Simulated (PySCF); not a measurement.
# Ti²⁺ (titanium, charge +2): UHF calculation

Configuration: [Ar] 3d2, high-spin 3F determinant. Calculation: PySCF 2.14, in pcseg-2 (6s4p3d2f1g, 56 functions); no relativity, point nucleus.

```
Total energy                                     : -847.720824 hartree
One-electron energy                              : -1150.7380 hartree
Hartree (Coulomb) energy                         : 343.8433 hartree
Exchange energy                                  : -40.8261 hartree
Kinetic energy                                   : 848.59440 hartree
⟨S²⟩                                             : 2.0028
⟨L²⟩                                             : 12.039
Sum of ⟨r⟩                                       : 13.86 bohr
Sum of ⟨r²⟩                                      : 16.45 bohr²
Density at the nucleus (Gaussians lack the cusp) : 7050 bohr⁻³
Spin density at the nucleus                      : -0.201 bohr⁻³
Langevin diamagnetic susceptibility              : -13.0 ×10⁻⁶ cm³/mol
Time after the integrals                         : 0.32 s of wall time on 1 thread of Neoverse-V1 (shared host)
```

```json
{"shell": "1s α", "electrons": "1", "mean orbital energy (eV)": "-5001.6", "rms radius, mean of both spins (bohr)": "0.0813"}
{"shell": "1s β", "electrons": "1", "mean orbital energy (eV)": "-5001.6", "rms radius, mean of both spins (bohr)": "0.0813"}
{"shell": "2s α", "electrons": "1", "mean orbital energy (eV)": "-598.15", "rms radius, mean of both spins (bohr)": "0.354"}
{"shell": "2s β", "electrons": "1", "mean orbital energy (eV)": "-597.12", "rms radius, mean of both spins (bohr)": "0.354"}
{"shell": "2p α", "electrons": "3", "mean orbital energy (eV)": "-499.53", "rms radius, mean of both spins (bohr)": "0.322"}
{"shell": "2p β", "electrons": "3", "mean orbital energy (eV)": "-498.48", "rms radius, mean of both spins (bohr)": "0.322"}
{"shell": "3s α", "electrons": "1", "mean orbital energy (eV)": "-95.322", "rms radius, mean of both spins (bohr)": "1.09"}
{"shell": "3s β", "electrons": "1", "mean orbital energy (eV)": "-91.726", "rms radius, mean of both spins (bohr)": "1.09"}
{"shell": "3p α", "electrons": "3", "mean orbital energy (eV)": "-66.671", "rms radius, mean of both spins (bohr)": "1.18"}
{"shell": "3p β", "electrons": "3", "mean orbital energy (eV)": "-62.213", "rms radius, mean of both spins (bohr)": "1.18"}
{"shell": "3d α", "electrons": "2", "mean orbital energy (eV)": "-27.985", "rms radius, mean of both spins (bohr)": "1.55"}
```
